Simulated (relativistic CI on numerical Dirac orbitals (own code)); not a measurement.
# d1 to d9 in one octahedral field

Computed with a parametric ligand-field model without spin-orbit coupling, by exact diagonalisation: B = 340, C = 1350, 10Dq = 25100 cm⁻¹ (Oh; |10Dq|/B = 73.8) for every shell. Energies in cm⁻¹; the field energy is (0.6 n_e − 0.4 n_t2) × 10Dq of the ground term; g labels are left out. So small a B with so large a field is typical of 4d and 5d ions, where spin-orbit coupling, left out here, reaches 1,000 to 4,000 cm⁻¹.

```tsv
Shell	Ground term	Electrons in e	Field energy	First spin-allowed bands	Lowest term of other spin
d1	2T2	0.000	-10040	2E 25100	
d2	3T1	0.005	-19950	3T2 24227, 3T1 28454	1T2 4831
d3	4A2	0.000	-30120	4T2 25100, 4T1 28993	2E 6815
d4	3T1	0.008	-39956	3E 23706, 3T1 24034	1T2 4264
d5	2T2	0.016	-49796	2A2 23154, 2T1 23278	4T1 18408
d6	1A1	0.012	-59932	1T1 24030, 1T2 29065	3T1 21205
d7	?	?	?	?	?
d8	3A2	2.000	-30120	3T2 25100, 3T1 28993	1E 5393
d9	2E	3.000	-15060	2T2 25100
```

**Question.** Fill in the row of d7.

**Answer.** Ground term: 2E; Electrons in e: 1.008; Field energy: -44987; First spin-allowed bands: 2T1 23959, 2T2 24309; Lowest term of other spin: 4T1 18423. Low spin: d4, d5, d6, d7; the other shells keep the spin of the free ion. Only d4 to d7 can choose; the field needed to pair spins is smallest for d6 and largest for d5, which loses most exchange energy. In the strong-field picture 10Dq must exceed about 6B + 5C = 8790 (d4), 7.5B + 5C = 9300 (d5), 2.5B + 4C = 6250 (d6) and 4B + 4C = 6760 (d7); mixing of terms shifts these bounds somewhat.
